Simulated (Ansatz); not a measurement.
F3H2O2Ta (`[OH][Ta]([OH])([F])([F])[F]`) from Hartree–Fock to CCSD(T)

| atom | x (Å) | y (Å) | z (Å) |
| --- | --- | --- | --- |
| O1 | -0.667 | -1.440 | -0.596 |
| Ta2 | 0.264 | 0.180 | -0.370 |
| O3 | -0.302 | 0.437 | 1.408 |
| F4 | 0.934 | 0.096 | -2.128 |
| F5 | 2.040 | 0.059 | 0.209 |
| F6 | -0.627 | 1.743 | -0.885 |
| H7 | -1.208 | -1.859 | 0.076 |
| H8 | -0.434 | 0.782 | 2.286 |

Total charge 0; spin multiplicity 1. Correlated methods include outer-core shells of Ta, which these sets cover unevenly. Ta takes the def2 core potential. All single points use the PBE0-D4/def2-TZVP geometry. It is one conformer, not always the lowest. Frozen core, restricted reference, Ansatz 0.2.0.

```json
{"basis": "def2-SVP", "HF (Eh)": "-505.53111", "MP2 corr.": "-1.23020"}
{"basis": "def2-TZVPP", "HF (Eh)": "-506.13522", "MP2 corr.": "-1.63952"}
{"basis": "def2-QZVPP", "HF (Eh)": "-506.15676", "MP2 corr.": "-1.80274"}
```

Task: Estimate the CCSD correlation energy and the (T) correction in each basis where they were run (hartree).

Result: 
```csv
basis,CCSD corr.,(T)
def2-SVP,-1.22221,-0.03318
def2-TZVPP,-1.61972,-0.06187
```
